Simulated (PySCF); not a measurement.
Bonds (- single, = double, # triple, : aromatic): F1-C2 1.365 Å, C2-C3 1.539 Å, C3-C4 1.512 Å, C4-F5 1.343 Å, C4-O6 1.386 Å, O6-C7 1.386 Å, C7-F8 1.342 Å, C7-C9 1.518 Å, C9-F10 1.360 Å, C9-C2 1.556 Å, C7-C4 1.467 Å. C2 carries H11; C3 carries H12, H13; C9 carries H14. Stereochemistry as in F[C@@H]1C[C@]2(F)O[C@]2(F)[C@@H]1F. H12 is cis to F1 on the ring; H13 is trans to F1 on the ring.

- shieldings: GIAO PBE0/pcSseg-1
- geometry: GFN2-xTB
- program: PySCF
- gas phase, a single conformation, relativity neglected

δ = σ(ref) − σ, references computed at the same level: 13C and 1H against TMS; 19F vs CFCl3; H2O for 17O.

| atoms | nucleus | count | Hirshfeld charge | δ (ppm) |
| --- | --- | --- | --- | --- |
| C9 | 13C | 1 | 0.05 | ? |
| C7 | 13C | 1 | 0.12 | 99.2 |
| H12 | 1H | 1 | 0.06 | ? |
| C2 | 13C | 1 | 0.06 | ? |
| F5 | 19F | 1 | -0.09 | -180.4 |
| C3 | 13C | 1 | -0.08 | 39.3 |
| H11 | 1H | 1 | 0.05 | 5.10 |
| F10 | 19F | 1 | -0.10 | -256.6 |
| H14 | 1H | 1 | 0.06 | 5.48 |
| H13 | 1H | 1 | 0.06 | 2.47 |
| F8 | 19F | 1 | -0.09 | -190.7 |
| O6 | 17O | 1 | -0.14 | 122.2 |
| C4 | 13C | 1 | 0.14 | 97.9 |
| F1 | 19F | 1 | -0.10 | ? |

Task: Complete the table.

Result: 
- C9: 94.8 ppm, sp3 CH bonded to F; the inductive effect lowers its shielding
- C2: 87.9 ppm, sp3 CH bonded to F; pulled downfield by the heteroatom
- H12: 2.82 ppm, hydrogen on an sp3 CH2 in a ring
- F1: -221.7 ppm, fluorine on an sp3 carbon

Shifts are as computed. Against solution values, carbons near 30 ppm lie about +3 ppm off and those near 130 ppm about +5 ppm. Of 1211 compounds with measured shifts, 218 miss one by over three times the rms of a fit or turn the order of signals round; such compounds aren't used in these exercises. Unscaled 19F shifts against computed CFCl3 carry errors that often reach 10 to 50 ppm. Experimental scales use liquid or dissolved standards, which lie at an offset from isolated H2O (liquid H2O: subtract about 36 ppm).
